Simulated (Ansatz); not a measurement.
Input and output for `CCSBF`.

```yaml
crystal:
  periodic: [false, false, false]
  atoms:
    - {symbol: C, position_ang: [-0.581151, -0.531004, 1.277830]}
    - {symbol: C, position_ang: [0.557720, 0.266069, 0.679013]}
    - {symbol: S, position_ang: [1.218547, -0.480021, -0.844790]}
    - {symbol: B, position_ang: [0.169278, 0.269675, -2.075510]}
    - {symbol: F, position_ang: [0.329354, -0.064850, -3.347249]}
    - {symbol: H, position_ang: [-0.904255, -0.080779, 2.220606]}
    - {symbol: H, position_ang: [-0.279681, -1.561202, 1.477015]}
    - {symbol: H, position_ang: [-1.437052, -0.556671, 0.600600]}
    - {symbol: H, position_ang: [1.405325, 0.318708, 1.364545]}
    - {symbol: H, position_ang: [0.255842, 1.288872, 0.451450]}
    - {symbol: H, position_ang: [-0.668625, 1.074304, -1.782909]}
basis:
  gaussian: {orbitals: def2-mTZVP}
hamiltonian: {xc: {name: SVWN5}}
scf: {lower_state_search: light}
```

```sh
$ ansatz run in.yaml --threads 4 --pin off --events-out ev --progress --plain --max-ram 10444MiB
```

It prints (some lines left out):

```
Functional definition: SVWN5
1175 factors; their error is unknown
mean field evaluation 1: about -16309.6886 eV, gradient 7.5e1 eV
mean field evaluation 2: about -16286.4414 eV, gradient 1.2e2 eV
mean field evaluation 4: about -16321.9924 eV, gradient 9.5e0 eV
mean field evaluation 8: about -16322.1810 eV, gradient 2.6e-1 eV
mean field evaluation 16: about -16322.1188 eV, gradient 6.8e-4 eV
mean field -16322.11882801 eV, -599.8268033998 hartree, gradient 3.8e-5 eV, S^2 0.000000; 0 other end points of the search recorded, 0 dependent functions left out
reference -16322.11886897 eV, -599.8268049052 hartree; 24, 24 occupied and 92, 92 virtual orbitals, 1175 factors
Total energy: -16322.11886897 eV, -599.8268049052 hartree
```

Run time 0.6 s (4 threads of an Arm Neoverse V1 on a shared host); peak host memory 0.15 GiB.
